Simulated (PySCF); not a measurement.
**Dipole response of Lu⁺ (lutetium, charge +1)**

[Xe] 4f14 6s2, closed-shell 1S. Calculation: PySCF 2.14, in x2c-TZVPPall with one added diffuse shell each of s, p, d type (12s8p8d2f2g, 108 functions); scalar relativity by spin-free X2C-1e. Coupled (time-dependent) response in atomic units; α is the mean over directions.

```csv
method,mean α (bohr³),C₆ (like pair),S(−4)
M06-2X,63.56,625.3,1789
PW91,59.28,589.5,1444
```

S(−4) is the Cauchy moment in α(ω) = α(0) + S(−4) ω² + …

α(iu) at M06-2X:

```csv
u (hartree),α(iu) (bohr³)
0,63.56
0.0500,59.40
0.100,49.82
0.200,31.13
0.300,20.12
0.500,10.72
0.750,6.573
1.00,4.728
1.50,2.985
2.00,2.120
3.00,1.257
5.00,0.6116
```

A single London oscillator, α(iu) = α/(1 + u²/ω²), gives C₆ = (3/4) ω α². Matching the computed C₆ needs ω = 4 × 625.3 / (3 × 63.56²) = 0.206 hartree.

For an ion, C₆ is the dispersion term alone; charge-induced terms of lower order in 1/R come first.

Spin-orbit coupling, which splits the p, d and f shells strongly at this Z, is absent.
